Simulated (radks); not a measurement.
Neutral caesium inside a hard spherical wall (all orbitals vanish at R), configuration held at [Xe] 6s1 and not refilled when levels cross. All-electron calculation, scalar-relativistic Kohn-Sham, r2SCAN, spin-polarised, spherical densities, finite nucleus; open shells are filled with parallel spins first (spin-orbit coupling, left out, can overturn this in heavy ions); meta-GGA in the generalised Kohn-Sham scheme; Fermi nuclear charge, rms radius 4.8041 fm. Program: a radial shooting solver on a logarithmic mesh with Libxc functionals. Eigenvalues in eV for spin up, with the zero of energy where the potential of the charges vanishes at infinity; a dash marks a level that is unbound or too diffuse for the functional's potential to be trusted. A positive occupied level is held by the wall or, in an anion where self-interaction has pushed it up, behind a barrier. The pressure on the wall is -dE/dV.

| R (bohr) | E (hartree) | kinetic (hartree) | e(4d) | e(5s) | e(5p) | e(6s) | e(6p, empty) | e(5d, empty) | pressure (GPa) |
|---|---|---|---|---|---|---|---|---|---|
| free | -7787.6531 | 8205.015 | -75.742 | -27.602 | -14.017 | -2.322 | -0.837 | -0.369 | 0 |
| 20 | -7787.6530 | 8205.015 | -75.742 | -27.601 | -14.016 | -2.322 | -0.833 | -0.364 | < 0.0001 |
| 15 | -7787.6529 | 8205.017 | -75.717 | -27.577 | -13.993 | -2.306 | -0.769 | -0.318 | 0.00161 |
| 12 | -7787.6511 | 8205.030 | -75.591 | -27.454 | -13.872 | -2.211 | -0.506 | -0.150 | 0.0227 |
| 6 | -7787.5147 | 8205.554 | -73.467 | -25.496 | -12.042 | 2.112 | 7.000 | 2.854 | 7.31 |
| 4 | -7786.6322 | 8209.118 | -66.660 | -20.233 | -6.568 | 21.389 | 32.143 | 12.042 | 186 |
| 3.5 | -7785.6772 | 8212.803 | -61.446 | -16.081 | -1.782 | 37.287 | 50.957 | 19.362 | 530 |
| 2.5 | -7778.0828 | 8238.693 | -37.984 | 8.828 | 28.195 | 127.78 | 151.33 | 61.464 | 6440 |
| 2 | -7762.3671 | 8288.421 | -9.445 | 53.641 | 80.850 | 265.71 | 297.75 | 127.78 | 31600 |
| 1.5 | -7704.5377 | 8458.959 | 63.284 | 207.41 | 250.91 | 644.00 | 686.59 | 316.74 | 232000 |
